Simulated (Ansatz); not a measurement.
Molecule: CCl₂, net charge 0, singlet state. 
Geometry from a B3LYP-D3(BJ)/def2-TZVP (Ansatz, an electronic-structure program) optimisation:
```
C
Cl 1 1.7242
Cl 1 1.7242 2 109.61
```
Charge 0, spin multiplicity 1.

Wanted: vertical triplet-singlet gap (E(triplet) - E(singlet); each state is the SCF solution reached for its spin; for the singlet the Hartree-Fock reference is unstable and T1 is 0.021), in kcal/mol. Correlated levels leave the core frozen unless marked. Open shells are spin-unrestricted. Spin-orbit coupling is left out. No relativistic terms. CBS(X,Y): correlation extrapolated as X^-3; Hartree-Fock from the larger set. [CCSD(T)-MP2]/basis is that difference in the basis named.

```tsv
level	program	vertical triplet-singlet gap (kcal/mol)
HF/aug-cc-pV(T+d)Z	Ansatz	2.9
HF/aug-cc-pV(Q+d)Z	Ansatz	2.8
```

Q: Estimate the value at RI-MP2/CBS(aug-cc-pV(T+d)Z,aug-cc-pV(Q+d)Z)+[CCSD(T)-MP2]/aug-cc-pV(T+d)Z as computed with Ansatz.

A: 28.3 kcal/mol
